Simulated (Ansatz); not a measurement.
A nudged elastic band was laid between two geometries of CH6BFSi2 (11 atoms, charge 0, multiplicity 1).

Level of theory: RKS PBE-D4/def2-SVP (Ansatz 0.2.0).

```
movable images  : 7
climbing image  : yes
spring          : 5.0 eV/Å²
optimiser       : quadratic models (default)
start path      : straight line
force threshold : 0.05 eV/Å
iteration limit : 49
end points      : relaxed
```

Initial state:

```xyz
11
Properties=species:S:1:pos:R:3
F -2.432 1.381 -0.378
Si -0.838 1.356 -0.768
C 0.286 -0.308 -1.393
B 0.410 0.163 0.015
Si 0.631 -0.773 1.764
H -0.720 2.222 -1.985
H 0.315 0.316 -2.315
H 0.303 -1.379 -1.677
H 0.968 -2.235 1.602
H 1.752 -0.129 2.543
H -0.612 -0.670 2.612
```

Final state:

```xyz
11
Properties=species:S:1:pos:R:3
F -0.856 2.686 0.133
Si -0.013 1.599 -0.762
C -0.602 -0.357 -1.273
B 0.382 -0.158 -0.172
Si 0.686 -1.070 1.577
H 0.077 2.205 -2.129
H -0.593 0.120 -2.280
H -1.386 -1.140 -1.247
H 2.158 -1.352 1.757
H 0.257 -0.204 2.735
H -0.045 -2.386 1.682
```

(1) Which bonds break or form, and what moves?

(2) What energy profile does the band end with?

(3) What is the geometry of the highest image?

Answers

(1) No bond is made or broken. The dihedral Si2–B4–Si5–H11 goes from 11 to 135°. The two ends are copies of one structure, up to a mirror image or an exchange of like atoms.

(2) It converged. The highest image is number 4 of 0 to 8, 2.4 kJ/mol above the ends, which have the same energy within 2 meV. Another band between the same ends (7 images) ends at a top of the same energy, where a vibrational analysis finds 1 clearly imaginary mode.

| image | path coordinate (Å) | energy (kJ/mol) | dihedral Si2–B4–Si5–H11 (°) |
| --- | --- | --- | --- |
| 0 | 0.00 | 0.0 | 11 |
| 1 | 0.55 | 0.4 | 27 |
| 2 | 1.10 | 1.2 | 42 |
| 3 | 1.64 | 2.1 | 57 |
| 4 | 2.19 | 2.4 | 73 |
| 5 | 2.74 | 2.0 | 89 |
| 6 | 3.29 | 1.0 | 105 |
| 7 | 3.85 | 0.2 | 120 |
| 8 | 4.40 | 0.0 | 135 |

(3) 
```xyz
11
Properties=species:S:1:pos:R:3
F -1.800 2.190 -0.041
Si -0.447 1.564 -0.734
C -0.155 -0.415 -1.367
B 0.444 0.025 -0.074
Si 0.703 -0.900 1.682
H -0.305 2.286 -2.038
H -0.102 0.123 -2.342
H -0.580 -1.424 -1.535
H 1.776 -1.950 1.574
H 1.097 0.043 2.786
H -0.565 -1.598 2.109
```

The run took 5 min on 2 threads of Intel(R) Xeon(R) Processor @ 2.50GHz (Skylake/Cascade Lake), with other jobs on the host, peak memory 0.16 GiB.
